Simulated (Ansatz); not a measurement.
System: InH, charge 0, singlet. InH (SMILES [InH]).
B3LYP-D3(BJ)/def2-TZVP minimum from Ansatz (a quantum-chemistry and plane-wave program):
```
In
H 1 1.8626
```
Charge 0, spin multiplicity 1.

Total energies in hartree (Ansatz). Radicals and triplets start from unrestricted determinants; spin-orbit coupling is neglected. Correlated methods leave the cores frozen (noble-gas shells, and filled d and f shells in the p block). Past Kr the def2 sets carry scalar-relativistic core potentials. Full CI freezes restricted core orbitals, also for open shells. For partners of very few electrons the exact lower level stands in for a higher one. Spin-orbit terms, left out, reach several kcal/mol for Br and I, and more for heavier atoms.

```csv
species,HF/def2-TZVPP,CCSD(T)/def2-TZVPP,HF/def2-QZVPP,CCSD(T)/def2-QZVPP,FCI/def2-QZVPP
1: InH (SMILES [InH]),-189.77733,-189.85055,-189.77833,-189.85389,-189.85421
2: In (doublet),-189.21003,-189.25218,-189.21066,-189.25402,-189.25428
3: H (doublet),-0.49981,-0.49981,-0.49998,-0.49998,-0.49998
```

Question: Work out the atomisation energy (electronic, to ground-state atoms) in kcal/mol: take Hartree-Fock from def2-QZVPP, extrapolate the CCSD(T) correlation energy as X^-3 (X = 3, 4), and add FCI - CCSD(T) in def2-QZVPP. 1 hartree = 627.51 kcal/mol.

Answer: 
Species 1: correlation (64·(-0.07556) - 27·(-0.07322))/37 = -0.07727; step -0.00032; E1 = -189.77833 + (-0.07727) + (-0.00032) = -189.85592
Species 2: correlation (64·(-0.04336) - 27·(-0.04215))/37 = -0.04424; step -0.00026; E2 = -189.21066 + (-0.04424) + (-0.00026) = -189.25516
Species 3: correlation (64·(0.00000) - 27·(0.00000))/37 = 0.00000; step +0.00000; E3 = -0.49998 + (0.00000) + (+0.00000) = -0.49998
-1·E1 +1·E2 +1·E3 = 0.10078 hartree = 63.2 kcal/mol.
